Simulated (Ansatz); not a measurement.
`C[SiH2]BCl` + `[Cl][GaH2]` → `C[SiH2][GaH][Cl]` + `BCl` at 400 K and 1 bar (formal exchange of groups at the Si–B bond).

Calculated with Ansatz (gas phase, PBE0-D4/def2-TZVP geometries, no zero-point term in ΔE). CBS: MP2 limit from def2 TZ/QZ plus the TZ coupled-cluster correction, frozen cores. This one scheme is used for every species. For Ga outer-core shells are correlated without core-valence functions, which leaves a few kJ/mol of doubt a bond. Scalar relativity is left out up to krypton. Each species was taken in one conformer, which may not be the lowest.

```csv
species,CCSD(T)/CBS energy (Eh),H − E (kJ/mol),S (J/(mol·K))
`C[SiH2]BCl`,-815.33859,207.6,378.0
`[Cl][GaH2]`,-2384.95520,55.3,280.7
`C[SiH2][GaH][Cl]`,-2714.51932,197.8,417.9
`BCl`,-485.78909,70.2,247.0
```

H − E and S are ideal-gas, rigid-rotor, harmonic terms from PBE0-D4/def2-TZVP, for one conformer and one mirror image of each species. 1 Eh = 2625.50 kJ/mol, R = 8.31446 J/(mol·K).

Question: By hand: ΔE, ΔH, ΔS and ΔG.

Answer: ΔE = (-2714.51932) + (-485.78909) − (-815.33859) − (-2384.95520) = -0.01462 Eh = -38.4 kJ/mol. Δ(H − E) = 197.8 + 70.2 − 207.6 − 55.3 = 5.1, so ΔH = -33.3 kJ/mol. ΔS = 417.9 + 247.0 − 378.0 − 280.7 = 6.2 J/(mol·K). ΔG = -33.3 − 400 × (6.2)/1000 = -35.8 kJ/mol.

Question: By hand: the equilibrium constant, and the temperature at which ΔG would vanish if ΔH and ΔS stayed fixed.

Answer: log₁₀ K = −ΔG/(RT ln 10) = 4.7. ΔH and −TΔS have one sign here, so there is no such temperature.

The number of gas molecules stays the same, so ΔS is small and ΔH decides. A doubt of 5 kJ/mol in ΔE shifts log₁₀ K by 0.7 here. Other conformers and mirror images would add mixing entropy, several J/(mol·K) or more a flexible species. Modes under 60 cm⁻¹, often nearly free rotors, make the harmonic entropy too high. These are equilibria of isolated gas molecules and say nothing of rates. Largest T1 diagnostic: 0.012 (customary marks: 0.02 for closed shells, 0.045 for open ones).

ΔS is within the doubt of such terms, so its sign, and with it that verdict, could turn.
